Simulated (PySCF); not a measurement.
H4SeSiZn, SMILES [Zn]([SeH])[SiH3]. Atoms are numbered in the order given.

```xyz
7

Zn    -0.1680    -0.2994     0.3359
Se     0.5753     1.1609    -1.3148
H      1.9538     1.0533    -0.7906
Si    -0.9384    -1.7948     2.0155
H     -1.8523    -2.8317     1.4443
H     -1.6877    -1.0753     3.0912
H      0.2046    -2.5096     2.6635
```

Geometry: B3LYP-D3(BJ)/def2-SVP. Other conformers were not sampled.

Two levels are set side by side: PBE/pcSseg-1 (PySCF) and PBE0/pcSseg-1 (PySCF). GIAO shifts against Me2Se (⁷⁷Se), TMS (²⁹Si), TMS (¹H) at the same level; non-relativistic, no solvent, atoms listed together averaged. Differences are taken from unrounded values.

```json
[
 {"quantity": "δ(⁷⁷Se) of Se2 (ppm)", "PBE0": "-453.3", "PBE": "-443.1", "PBE minus PBE0": "10.2"},
 {"quantity": "δ(¹H) of H3 (ppm)", "PBE0": "0.17", "PBE": "0.22", "PBE minus PBE0": "0.04"},
 {"quantity": "δ(²⁹Si) of Si4 (ppm)", "PBE0": "-132.7", "PBE": "-135.6", "PBE minus PBE0": "-2.9"},
 {"quantity": "δ(¹H) of H5, H6, H7 (ppm)", "PBE0": "3.45", "PBE": "3.54", "PBE minus PBE0": "0.08"}
]
```

Rough cost on one machine, each run with all the roots and properties that it gave: PBE0 against PBE within a factor of 2.
